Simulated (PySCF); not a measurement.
# What settings do to a single point of [Bi(SH)3]2+

The sound run of [Bi(SH)3]2+ (singlet) uses PySCF 2.14.0, RKS TPSS, Bi def2-SVP with ECP60, S def2-SVP, H def2-SVP; non-relativistic Hamiltonian with scalar-relativistic core potentials where named; density fitting; no spin-orbit coupling, grid (50, 194), threshold 1e-8 Eh and 55 cycles, at the relaxed geometry:

```xyz
7

Bi    0.6277   -0.2054    0.1037
S    -0.3858    0.4635    2.2707
H    -1.6751    0.5192    1.8056
S    -0.3887   -0.5294   -2.1522
H    -1.6765   -0.2681   -1.7586
S     3.0749   -0.4423    0.3589
H     3.2954   -0.7645   -0.9568
```

There Bi1 has a Mulliken charge of 0.95 e and the dipole about the centre of mass is 2.27 D. Each run below changes one thing and starts from free metal ions and neutral atoms unless it says otherwise; with 55 cycles, smearing, a level shift and second-order steps follow where DIIS fails, and their cycles count. Energy shifts count from the sound run.

```tsv
change	outcome	cycles	energy shift (eV)	largest force component (eV/Å)	charge on Bi1 (e)	dipole about the centre of mass (D)
threshold 0.001	converged	8	0.0017	0.06	0.96	2.15
charge changed by -3, spin kept, limit 94 cycles	refused	–	–	–	–	–
grid (30, 86)	converged	12	0.29	0.20	0.95	2.28
```

**Question.** How does the run with this change end: all coordinates × 0.94?

**Answer.** outcome converged, cycles 11, energy shift (eV) 0.69, largest force component (eV/Å) 2.60, charge on Bi1 (e) 0.93, dipole about the centre of mass (D) 2.18.

Forces carry noise of the integration grid, about 0.01 to 0.03 eV/Å.

No frequency check is given that shows the relaxed geometry to be a minimum.
